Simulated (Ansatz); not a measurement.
C$_{4}$H$_{11}$O$_{2}$, charge +1, singlet, at the geometry of the source list. Base run: HF/6-31G (Ansatz, an electronic-structure program).

The Ansatz input:
Ansatz 0.2 input:
```yaml
crystal:
  periodic: [false, false, false]
  atoms:
    - {symbol: C, position_ang: [1.93060000, -0.08730000, -1.56730000]}
    - {symbol: O, position_ang: [0.63350000, -0.01390000, -0.97590000]}
    - {symbol: C, position_ang: [0.57850000, 0.56490000, 0.32720000]}
    - {symbol: C, position_ang: [-0.59750000, -0.16080000, 1.02790000]}
    - {symbol: C, position_ang: [-1.92710000, 0.53040000, 0.81500000]}
    - {symbol: O, position_ang: [-0.59460000, -1.47940000, 0.39330000]}
    - {symbol: H, position_ang: [2.62190000, -0.64650000, -0.93340000]}
    - {symbol: H, position_ang: [1.80380000, -0.59500000, -2.52060000]}
    - {symbol: H, position_ang: [2.31800000, 0.91650000, -1.74010000]}
    - {symbol: H, position_ang: [0.39530000, 1.63880000, 0.26010000]}
    - {symbol: H, position_ang: [1.51860000, 0.39250000, 0.85960000]}
    - {symbol: H, position_ang: [-0.39250000, -0.30930000, 2.09050000]}
    - {symbol: H, position_ang: [-2.10730000, 0.71080000, -0.24240000]}
    - {symbol: H, position_ang: [-1.92870000, 1.48670000, 1.32630000]}
    - {symbol: H, position_ang: [-2.74270000, -0.05820000, 1.22640000]}
    - {symbol: H, position_ang: [-1.50240000, -1.75090000, 0.16710000]}
    - {symbol: H, position_ang: [-0.00750000, -1.13950000, -0.51360000]}
basis:
  gaussian:
    orbitals: 6-31G
hamiltonian:
  xc: hf
total_charge: 1
```

Variants of this job, named by their change:

```csv
change,ΔE vs base (mEh)
base,0.000
"point_charge = charge:0.5 position_ang:-3.5644, 3.5993, -3.4983",39.079
forces = on,0.000
accuracy = high,-0.033
lower_state_search = full,0.000
fitting.mean_field = def2-universal-JKFIT,0.101
fitting.mean_field = cc-pVTZ-JKFIT,0.008
"point_charge = charge:-1.0 position_ang:2.8088, -3.487, 4.2249",-83.165
"point_charge = charge:1.0 position_ang:-4.1635, 3.0585, -3.348",78.476
nuclear_model = gaussian,0.038
lower_state_search = off,0.000
```
